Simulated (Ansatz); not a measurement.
Reaction (substitution at a C–Si bond): `C=C[SiH2]C=N` + `FC(F)(F)S` → `C=CSC(F)(F)F` + `N=C[SiH3]`

Isolated molecules relaxed with PBE0-D4/def2-TZVP in Ansatz; ΔE leaves out vibrations. CCSD(T)/CBS is the MP2 limit (def2-TZVPP, def2-QZVPP) plus CCSD(T) − MP2 in def2-TZVPP, frozen cores. DFT in def2-TZVPP. B3LYP here is the variant with VWN-RPA as its local correlation; programs differ in this. One conformer a species, not always the lowest.

`C=C[SiH2]C=N`:

```xyz
12

C    -2.047    1.026    0.337
C    -0.789    0.739    0.657
Si   -0.009   -0.898    0.284
C     1.619   -0.674   -0.652
N     2.094    0.494   -0.807
H    -2.689    0.308   -0.167
H    -2.494    1.991    0.558
H    -0.188    1.501    1.149
H     0.316   -1.663    1.522
H    -0.935   -1.730   -0.535
H     2.139   -1.569   -1.032
H     2.983    0.475   -1.313
```

`FC(F)(F)S`:

Cartesian coordinates in Å:
```
F 1.644 -0.217 -0.238
C 0.377 -0.130 0.162
F 0.337 0.628 1.257
F -0.030 -1.349 0.518
S -0.590 0.557 -1.197
H -1.738 0.510 -0.502
```

`C=CSC(F)(F)F`:

Cartesian coordinates in Å:
```
C -0.769 -1.173 -0.733
C -1.273 -0.005 -0.363
S -0.538 1.360 0.443
C 1.168 0.822 0.691
F 1.810 0.566 -0.448
F 1.801 1.819 1.308
F 1.270 -0.266 1.454
H -1.413 -1.889 -1.228
H 0.260 -1.462 -0.570
H -2.317 0.229 -0.553
```

`N=C[SiH3]`:

Z-matrix (Å, degrees):
```
Si
C 1 1.889
H 1 1.488 2 108.9
H 1 1.481 2 109.8 3 -121.3
H 1 1.488 2 108.9 3 117.3
N 2 1.269 1 119.7 3 121.5
H 2 1.102 1 118.3 3 -58.6
H 6 1.023 2 111.5 1 180.0
```

| level | ΔE (kJ/mol) | difference from CCSD(T)/CBS |
| --- | --- | --- |
| PBE-D4 | 28.5 | -10.0 |
| r2SCAN-D4 | 30.7 | -7.8 |
| PBE0-D4 | 33.9 | -4.6 |
| B3LYP-D4 | 34.1 | -4.4 |
| ωB97X-V | 35.9 | -2.6 |
| PBE | 29.4 | -9.1 |
| B3LYP | 35.6 | -2.9 |
| HF/def2-TZVPP | 46.7 | 8.2 |
| MP2/def2-TZVPP | 38.0 | -0.5 |
| CCSD/def2-TZVPP | 41.9 | 3.4 |
| CCSD(T)/def2-TZVPP | 39.1 | 0.6 |
| HF/def2-QZVPP | 46.7 | 8.2 |
| MP2/def2-QZVPP | 37.7 | -0.8 |
| SCS-MP2/def2-QZVPP | 38.7 | 0.2 |
| HF/CBS(def2) | 46.7 | 8.2 |
| CCSD/CBS(def2) | 41.3 | 2.8 |
| CCSD(T)/CBS | 38.5 | 0 |

Largest T1 diagnostic among the species: 0.013.

In def2-TZVPP, CCSD(T) changes the Hartree–Fock value by −7.5 kJ/mol (the triples alone add −2.7 kJ/mol) and MP2 by −8.7 kJ/mol. From PBE to PBE0 (25 % exact exchange), in def2-TZVPP and without D4, ΔE moves by +5.1 kJ/mol.
